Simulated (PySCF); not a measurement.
C3H8OSi, SMILES C=CC[SiH2]O. Atoms are numbered in the order given.

```xyz
13

Si     0.6711     0.4651     0.9699
O      2.0067     0.0174     0.0755
C     -0.8352    -0.5857     0.5215
C     -0.9877    -0.6533    -0.9624
C     -1.7987     0.1067    -1.7044
H      1.0518     0.2677     2.3967
H      0.3168     1.8996     0.7240
H      1.9607     0.2104    -0.8655
H     -0.7016    -1.5917     0.9528
H     -1.7196    -0.1302     0.9988
H     -0.3308    -1.3684    -1.4746
H     -1.8214     0.0184    -2.7935
H     -2.4755     0.8373    -1.2492
```

Geometry optimised at PBE0-D3(BJ)/def2-SVP. The values are those of a single conformer.

Method: KT2/pcSseg-1 (PySCF).

GIAO shieldings, no solvent; atoms listed in one row are averaged. δ = σ(ref) − σ: ²⁹Si against TMS (σ = 361.9 ppm); ¹⁷O against H2O (σ = 330.4 ppm); ¹³C against TMS (σ = 185.1 ppm); ¹H against TMS (σ = 31.47 ppm), references at their B3LYP-D3(BJ)/def2-TZVP geometries, non-relativistic.

| nucleus | atoms | count | δ (ppm) |
|---|---|---|---|
| ²⁹Si | Si1 | 1 | -7.2 |
| ¹⁷O | O2 | 1 | 15.6 |
| ¹³C | C4 | 1 | 133.7 |
| ¹³C | C5 | 1 | 114.8 |
| ¹³C | C3 | 1 | 30.1 |
| ¹H | H11 | 1 | 6.19 |
| ¹H | H12, H13 | 2 | 5.40 |
| ¹H | H6, H7 | 2 | 5.34 |
| ¹H | H9 | 1 | 2.41 |
| ¹H | H10 | 1 | 1.68 |
| ¹H | H8 | 1 | 0.97 |
